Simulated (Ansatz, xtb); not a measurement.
**Two conformers of FH4NPSi**

We compare X, `F[SiH2]N[PH]`, a doublet, with Y, `F[SiH2]N[PH]`, a doublet. Both are isolated molecules in the gas phase, relaxed with B3LYP/6-31G*.

X (Å):

```xyz
8

F    -2.4211    0.5261    1.5659
N    -0.3840   -0.7361    0.1356
P     0.2689   -2.2390    0.7063
Si   -2.0174   -0.1522    0.1564
H    -2.9106   -1.3114   -0.0519
H    -2.1294    0.8984   -0.8829
H     0.3379   -0.0768   -0.1424
H    -1.0082   -2.8223    0.9778
```

Y (Å):

```xyz
8

F    -2.8002    1.3334    1.1289
N    -0.9569   -0.5126    2.1168
P    -1.1566   -2.2081    1.7928
Si   -2.2585    0.5845    2.4540
H    -1.7487    1.6398    3.3600
H    -3.3658   -0.2166    3.0163
H    -0.0238   -0.1249    2.0182
H     0.2283   -2.4550    1.5325
```

Which of the two would you expect CCSD(T)/def2-SVP + ΔMP2/def2-TZVPP electronic energies to favour?

Structure X; the calculation gives E(Y) − E(X) = +4.93 kJ/mol.

Level by level:

| level | geometry | E(Y) − E(X) (kJ/mol) | departure from the last row (kJ/mol) | job, with rough time for the two |
| --- | --- | --- | --- | --- |
| B3LYP/6-31G* | B3LYP/6-31G* | +4.54 | −0.39 | optimisation, 72 s |
| HF/def2-SVP | B3LYP/6-31G* | +3.97 | −0.96 | part of the CCSD(T) run |
| MP2/def2-SVP | B3LYP/6-31G* | +4.96 | +0.03 | part of the CCSD(T) run |
| CCSD(T)/def2-SVP | B3LYP/6-31G* | +4.89 | −0.04 | single point |
| CCSD(T)/def2-SVP + ΔMP2/def2-TZVPP | B3LYP/6-31G* | +4.93 |  | single point, 32 s |

None of the levels shown reverses the order. The largest departure from CCSD(T)/def2-SVP + ΔMP2/def2-TZVPP is that of HF/def2-SVP, 0.96 kJ/mol. Levels run at GFN2-xTB geometries aren't shown. The last row adds to CCSD(T) the change of the MP2 difference between the two basis sets, here +0.04 kJ/mol.

With harmonic frequencies from B3LYP/6-31G* (ideal gas, rigid rotor, one conformer each, 298.15 K, 1 atm): on the last row, ΔE + ΔZPE = +3.83, ΔH = +4.24, ΔG = +3.41 kJ/mol.

Open shells are spin-unrestricted. The correlated steps freeze 12 core orbitals. Run with Ansatz 0.2.0; the last row on 1 thread of AMD EPYC 9R45 96-Core Processor (Zen 5) on a shared host.
